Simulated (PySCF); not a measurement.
Ionisation energy of Bi⁷⁷⁺ by level of theory

Bi⁷⁷⁺ [He] 2s2 2p2 (3P) → Bi⁷⁸⁺ [He] 2s2 2p1 (2P), as a difference of total energies. Calculation: PySCF 2.14, in an even-tempered Gaussian basis (18 s from 60 bohr⁻², ratio 2.2; 13 p from 78 bohr⁻², ratio 2.2; 5 d from 290 bohr⁻², ratio 2.4; 5 f from 430 bohr⁻², ratio 2.4; 4 g from 650 bohr⁻², ratio 2.4); the spin-free X2C one-electron Hamiltonian (Gaussian nucleus). Correlated levels: nothing frozen; virtual orbitals above 40 to 60 times the deepest correlated orbital energy dropped. The calculations carry no spin-orbit coupling.

| method | ionisation energy (eV) |
| --- | --- |
| UHF | 22513.0 |
| LDA | 22502.8 |
| PBE | 22510.1 |
| PBE0 | 22511.1 |
| r2SCAN | 22517.7 |
| B3LYP | 22512.4 |
| PW91 | 22512.4 |
| MP2 (all electrons) | 22513.3 |
| SCS-MP2 (all electrons) | 22512.9 |

Spin-orbit coupling is strong in these open shells (close to jj coupling). The scalar numbers leave it out and a first-order estimate fails, so it can dominate the gap to the real levels.

For this ion Breit and QED terms and the two-electron picture change, all absent here, outweigh the differences among the correlated methods.

For comparison: 24150 ± 120 eV (theoretical estimate listed by NIST; NIST Atomic Spectra Database, ionization energies).
